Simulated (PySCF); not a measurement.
Precursor series Zn CH3-H. All species are isolated molecules in the gas phase. One relaxed conformer stands for each flexible species; it need not be the lowest.

Quantity: redistribution energy (mixed species minus the weighted end members), in kcal/mol.

Case: 1 of 2 CH3 replaced by H: [Zn(CH3)(H)]. The other species in the difference include [Zn(CH3)2] (neutral, multiplicity 1). Geometry of [Zn(CH3)(H)] (neutral, multiplicity 1, Å):

```xyz
6

Zn     0.0164    -0.0032    -0.0111
C     -1.5649     0.1639     1.1084
H     -2.2892    -0.6560     0.9121
H     -2.0917     1.1253     0.9255
H     -1.3034     0.1267     2.1880
H      1.2768    -0.1356    -0.9035
```

### Question
What is the computed redistribution energy (mixed species minus the weighted end members) (TPSSh-D3(BJ)/def2-TZVP // BP86-D3(BJ)/def2-SVP (PySCF))?

### Answer
-0.11 kcal/mol.
